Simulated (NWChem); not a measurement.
System: C2H6AuS cation; SMILES C[S](C)->[Au+]

Input file for NWChem:

```
start job
memory heap 200 mb stack 900 mb global 1100 mb
charge 1
geometry units angstroms noautoz
  Au    -0.012637     0.791382     0.000000
  C      0.402429    -2.164045    -1.407282
  S     -0.490553    -1.462067     0.000000
  C      0.402429    -2.164045     1.407282
  H      1.478870    -1.958823    -1.351274
  H      0.208799    -3.247020    -1.388102
  H     -0.032763    -1.735132    -2.319648
  H      1.478870    -1.958823     1.351274
  H     -0.032763    -1.735132     2.319648
  H      0.208799    -3.247020     1.388102
end
basis spherical
  Au library def2-svp
  C library def2-svp
  S library def2-svp
  H library def2-svp
end
ecp
  Au library def2-ecp
end
dft
  xc xpbe96 cpbe96
  grid fine
  iterations 150
  mulliken
end
task dft gradient
```

NWChem printed, in part:

```
             Northwest Computational Chemistry Package (NWChem) 7.3.0
             --------------------------------------------------------

 CS  symmetry detected

                             Geometry "geometry" -> ""
                             -------------------------

 Output coordinates in angstroms (scale by  1.889725989 to convert to a.u.)

  No.       Tag          Charge          X              Y              Z
 ---- ---------------- ---------- -------------- -------------- --------------
    1 Au                  79.0000     0.00919486    -0.79776492     0.00000000
    2 C                    6.0000     0.36652756     2.16519676    -1.40728200
    3 S                   16.0000    -0.51259036     1.44593209     0.00000000
    4 C                    6.0000     0.36652756     2.16519676     1.40728200
    5 H                    1.0000     1.44676717     1.98101297    -1.35127400
    6 H                    1.0000     0.15180778     3.24418834    -1.38810200
    7 H                    1.0000    -0.06021442     1.72787567    -2.31964800
    8 H                    1.0000     1.44676717     1.98101297     1.35127400
    9 H                    1.0000    -0.06021442     1.72787567     2.31964800
   10 H                    1.0000     0.15180778     3.24418834     1.38810200

 Effective nuclear repulsion energy (a.u.)     621.4163910675

      Symmetry information
      --------------------

 Group name             Cs
 Group number              2
 Group order               2
 No. of unique centers     6

 Summary of "ao basis" -> "ao basis" (spherical)
 ------------------------------------------------------------------------------
       Tag                 Description            Shells   Functions and Types
 ---------------- ------------------------------  ------  ---------------------
 Au                         def2-svp                12       32   6s3p2d1f
 C                          def2-svp                 6       14   3s2p1d
 S                          def2-svp                 8       18   4s3p1d
 H                          def2-svp                 3        5   2s1p

      Symmetry analysis of basis
      --------------------------

        a'         64
        a"         44

            General Information
            -------------------
          SCF calculation type: DFT
          Wavefunction type:  closed shell.
          No. of atoms     :    10
          No. of electrons :    52
           Alpha electrons :    26
            Beta electrons :    26
          Charge           :     1
          Spin multiplicity:     1
          Use of symmetry is: on ; symmetry adaption is: on
          Maximum number of iterations: 150
          AO basis - number of functions:   108
                     number of shells:    50
          Convergence on energy requested:  1.00D-06
          Convergence on density requested:  1.00D-05
          Convergence on gradient requested:  5.00D-04

              XC Information
              --------------
          PerdewBurkeErnzerhof Exchange Functional  1.000
            Perdew 1991 LDA Correlation Functional  1.000 local
           PerdewBurkeErnz. Correlation Functional  1.000 non-local

             Grid Information
             ----------------
          Grid used for XC integration:  fine
          Radial quadrature: Mura-Knowles
          Angular quadrature: Lebedev.
          Tag              B.-S. Rad. Rad. Pts. Rad. Cut. Ang. Pts.
          ---              ---------- --------- --------- ---------
          Au                  1.35      141          12.0       974
          C                   0.70       70          11.0       590
          S                   1.00      123          10.0       770
          H                   0.35       60          13.0       590
          Grid pruning is: on
          Number of quadrature shells:   514
          Spatial weights used:  Erf1

      Superposition of Atomic Density Guess
      -------------------------------------

 Sum of atomic energies:        -628.03670619

 Renormalizing density from      53.00 to     52

      Non-variational initial energy
      ------------------------------

 Total energy =    -605.536656
 1-e energy   =   -1329.388619
 2-e energy   =     490.436109
 HOMO         =      -0.606014
 LUMO         =      -0.407025

      Symmetry analysis of molecular orbitals - initial
      -------------------------------------------------

  Numbering of irreducible representations:

     1 a'          2 a"

  Orbital symmetries:

     1 a'          2 a'          3 a"          4 a'          5 a"
     6 a'          7 a'          8 a'          9 a'         10 a"
    11 a'         12 a'         13 a"         14 a'         15 a'
    16 a'         17 a"         18 a'         19 a"         20 a'
    21 a'         22 a"         23 a"         24 a"         25 a'
    26 a'         27 a'         28 a"         29 a'         30 a'
    31 a"         32 a'         33 a'         34 a'         35 a'
    36 a"

[...]

                         DFT ENERGY GRADIENTS

    atom               coordinates                        gradient
                 x          y          z           x          y          z
   1 Au      0.017376  -1.507557   0.000000   -0.000050  -0.000718   0.000000
   2 C       0.692637   4.091629  -2.659377   -0.000935   0.001257   0.000374
   3 S      -0.968655   2.732415   0.000000    0.005816   0.003807   0.000000
   4 C       0.692637   4.091629   2.659377   -0.000935   0.001257  -0.000374
   5 H       2.733994   3.743572  -2.553538   -0.005356   0.000632  -0.000107
   6 H       0.286875   6.130627  -2.623132    0.001277  -0.005587  -0.000520
   7 H      -0.113789   3.265212  -4.383499    0.002130   0.002153   0.004406
   8 H       2.733994   3.743572   2.553538   -0.005356   0.000632   0.000107
   9 H      -0.113789   3.265212   4.383499    0.002130   0.002153  -0.004406
  10 H       0.286875   6.130627   2.623132    0.001277  -0.005587   0.000520
```

Level: PBE/def2-SVP with def2 effective core potentials on Au. The geometry was optimised at PBE0/def2-SVP. Not confirmed as a minimum by frequencies. This spin state was assumed; another may lie lower. def2 effective core potentials on Au; no spin-orbit coupling.
